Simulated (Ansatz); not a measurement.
Rb(I) cation (IRb), SMILES [I][Rb] (connectivity only; charge and spin as stated), charge +1, multiplicity 2.

The structure is a stationary point at B3LYP-D3(BJ)/def2-TZVPD. The spin state was assumed, not searched. The def2 effective core potentials stand for the cores of I, Rb; spin–orbit coupling is left out.

Two levels are set side by side: PBE/def2-TZVPD (Ansatz, a program for electronic structure) and ωB97X-V/def2-TZVPD (Ansatz). Energy differences of separate SCF runs at the same geometry; the states with an electron removed or added have multiplicity 3 and 1. Differences are taken from unrounded values.

| quantity | ωB97X-V |
|---|---|
| vertical ionisation energy (eV) | 14.30 |
| vertical electron affinity (eV) | 6.97 |

Task: What does PBE give, and how far is it from ωB97X-V? (The exact figures need the calculation; the answer reports its results.)

Result: 
```tsv
quantity	PBE	PBE minus ωB97X-V
vertical ionisation energy (eV)	14.19	-0.10
vertical electron affinity (eV)	7.04	0.07
```

On these quantities the two levels nearly agree.
